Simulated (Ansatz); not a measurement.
Species: H₃BSi₂, SMILES `B1=[SiH][SiH2]1` (charge 0, multiplicity 1), formula H₃BSi₂.

**Question.** How many basis functions does frozen-core CCSD(T)/cc-pVQZ // B3LYP-D3(BJ)/def2-TZVP (Ansatz, a program for electronic structure) use, how many core orbitals are frozen, and how many electrons are correlated?

**Answer.** 263 basis functions and 11 frozen orbitals, which leaves 14 correlated electrons. Core time is of the order of minutes.
